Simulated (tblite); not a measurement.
C7H10N2O.
Atom-mapped SMILES: `[CH3:1][CH:2]([CH3:3])[O:4][c:5]1[cH:6][cH:7][n:8][n:9][cH:10]1` (hydrogens: H11, H12, H13 on C1; H14 on C2; H15, H16, H17 on C3; H18 on C6; H19 on C7; H20 on C10)

Computed geometry: GFN2-xTB, gas phase.

**Question.** List the bond lengths, angles and torsions at this level.

**Answer.** 
| bond | length (Å) | order |
| --- | --- | --- |
| C1–C2, C2–C3 | 1.526 | single |
| C2–O4 | 1.427 | single |
| O4–C5 | 1.342 | single |
| C5–C6 | 1.396 | aromatic |
| C6–C7 | 1.385 | aromatic |
| C7–N8 | 1.322 | aromatic |
| N8–N9 | 1.296 | aromatic |
| N9–C10 | 1.316 | aromatic |
| C5–C10 | 1.405 | aromatic |
| C1–H11 and 5 like bonds | 1.087 | single |
| C2–H14 | 1.099 | single |
| C6–H18 | 1.078 | single |
| C7–H19 | 1.081 | single |
| C10–H20 | 1.080 | single |

Bonds in one row agree within 0.01 Å and their mean is given. Orders are formal, as drawn. A selection of angles:
| angle | degrees |
| --- | --- |
| C1–C2–C3 | 111.3 |
| C1–C2–O4 | 106.1 |
| C3–C2–O4 | 110.7 |
| C2–O4–C5 | 120.5 |
| O4–C5–C6 | 117.4 |
| O4–C5–C10 | 127.1 |
| C6–C5–C10 | 115.5 |
| C5–C6–C7 | 117.4 |
| C6–C7–N8 | 123.2 |
| C7–N8–N9 | 119.7 |
| N8–N9–C10 | 121.5 |
| C5–C10–N9 | 122.8 |

Dihedral angles: C1–C2–O4–C5 160° (antiperiplanar); C2–O4–C5–C6 179° (antiperiplanar). The mirror-image conformer, all signs reversed, is as good.

N8 (pyridine-type nitrogen) is bent (angle 119.7°). N9 (pyridine-type nitrogen) is bent (angle 121.5°). Of the pairs four or more bonds apart, H14···H20 is among the closest relative to their van der Waals radii: 2.18 Å, 91 % of the sum of Bondi's values. The C–C distances run from 1.385 Å (C6–C7, aromatic) to 1.527 Å (C2–C3, drawn single), a spread of 0.142 Å. The 2 C–O bonds span 1.342 Å (O4–C5, drawn single) to 1.427 Å (C2–O4, drawn single), a spread of 0.085 Å. The 6-membered ring C5–C6–C7–N8–N9–C10 has internal angles of 115.5° to 123.2°; it is planar, 0.00 Å rms from its mean plane, widest ring torsion 0°.

Point group: C1 (no symmetry element, even within 0.4 Å). Its GFN2-xTB frequencies are all real (lowest 58 cm⁻¹). One conformer, not necessarily the lowest.

The run took 0.45 s wall on one thread, Arm Neoverse V1 (aarch64), no GPU, shared host with 32 logical CPUs at a one-minute load of 16. These figures are those of the optimisation.
